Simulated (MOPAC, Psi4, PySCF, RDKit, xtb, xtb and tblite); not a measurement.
Torsional profile of C2H5NOSi, SMILES C([SiH2]OC)#N. Scanned: dihedral C1–O2–Si3–C4; all other coordinates were relaxed at B3LYP-D3(BJ)/def2-SVP. Points at φ and −φ are mirror images.

Geometry of the scan point at 0° (Å):
```
10

C     -1.6246     0.2273    -0.0677
O     -0.6318    -0.7461     0.1844
Si     0.9739    -0.6301     0.5184
C      1.4406     1.1822     0.5378
N      1.6850     2.3171     0.5398
H     -1.2212     1.2537    -0.0273
H     -2.4282     0.1375     0.6812
H     -2.0590     0.0612    -1.0669
H      1.2909    -1.1787     1.8590
H      1.7953    -1.2832    -0.5291
```

Methods: GFN2-xTB, on its own relaxed geometries (the stored frames are those of B3LYP-D3(BJ)/def2-SVP) (xtb and tblite); MMFF94 // B3LYP-D3(BJ)/def2-SVP (RDKit); PBE0/def2-TZVP // B3LYP-D3(BJ)/def2-SVP (Psi4); PBE0-D3(BJ)/def2-TZVP // B3LYP-D3(BJ)/def2-SVP (Psi4); PBE/def2-TZVP // B3LYP-D3(BJ)/def2-SVP (Psi4); PBE-D3(BJ)/def2-TZVP // B3LYP-D3(BJ)/def2-SVP (Psi4); M06-2X/def2-TZVP // B3LYP-D3(BJ)/def2-SVP (Psi4); MP2/cc-pVTZ = DF-MP2 (frozen core)/cc-pVTZ // B3LYP-D3(BJ)/def2-SVP run with Psi4; HF/cc-pVTZ // B3LYP-D3(BJ)/def2-SVP (Psi4); UFF // B3LYP-D3(BJ)/def2-SVP (RDKit); PM7, restricted, heats of formation // B3LYP-D3(BJ)/def2-SVP (MOPAC); PM3, restricted, heats of formation // B3LYP-D3(BJ)/def2-SVP (MOPAC); GFN1-xTB // B3LYP-D3(BJ)/def2-SVP (xtb); RKS-B3LYP/6-31G* = restricted B3LYP/6-31G*, spherical d // B3LYP-D3(BJ)/def2-SVP in PySCF; RKS-B3LYP/LANL2DZ = restricted B3LYP/LANL2DZ, with its core potentials past Ne // B3LYP-D3(BJ)/def2-SVP in PySCF.

Least-squares fit of E(φ) = a0 + Σ (a_n cos nφ + b_n sin nφ), n = 1 to 4, to the 12 scan points, in kJ/mol above the lowest point of each profile (levels whose profile four harmonics don't fit are not listed):

```tsv
method	a0	a1	b1	a2	b2	a3	b3	a4	b4	rms of fit
GFN2-xTB	2.84	-0.70	0.00	-0.08	0.00	2.66	0.00	-0.15	0.00	0.05
MMFF94	9.07	-0.67	0.00	4.31	0.00	7.10	0.00	0.20	0.00	0.65
PBE0/def2-TZVP	4.03	-2.47	0.00	1.54	0.00	2.01	0.00	0.06	0.00	0.02
PBE0-D3(BJ)/def2-TZVP	4.38	-3.02	0.00	1.46	0.00	2.11	0.00	0.09	0.00	0.02
PBE/def2-TZVP	4.27	-2.42	0.00	1.71	0.00	2.22	0.00	0.05	0.00	0.04
PBE-D3(BJ)/def2-TZVP	4.63	-3.00	0.00	1.61	0.00	2.32	0.00	0.09	0.00	0.04
M06-2X/def2-TZVP	4.47	-3.53	0.00	1.29	0.00	1.95	0.00	0.16	0.00	0.03
MP2/cc-pVTZ	4.84	-3.21	0.00	1.45	0.00	2.47	0.00	0.12	0.00	0.01
HF/cc-pVTZ	3.55	-2.03	0.00	1.51	0.00	1.73	0.00	0.02	0.00	0.03
UFF	15.62	6.01	0.00	6.05	0.00	15.72	0.00	0.95	0.00	0.75
PM7	4.74	-1.93	0.00	2.78	0.00	2.57	0.00	-0.11	0.00	0.20
PM3	7.51	-0.40	0.00	5.45	0.00	4.83	0.00	0.15	0.00	0.33
GFN1-xTB	6.37	-1.84	0.00	-1.53	0.00	-2.63	0.00	-0.25	0.00	0.27
RKS-B3LYP/6-31G*	4.39	-2.70	0.00	1.68	0.00	2.22	0.00	0.05	0.00	0.05
RKS-B3LYP/LANL2DZ	4.03	-3.92	0.00	1.65	0.00	1.36	0.00	0.02	0.00	0.13
```

MMFF94 has few fitted parameters for silicon.
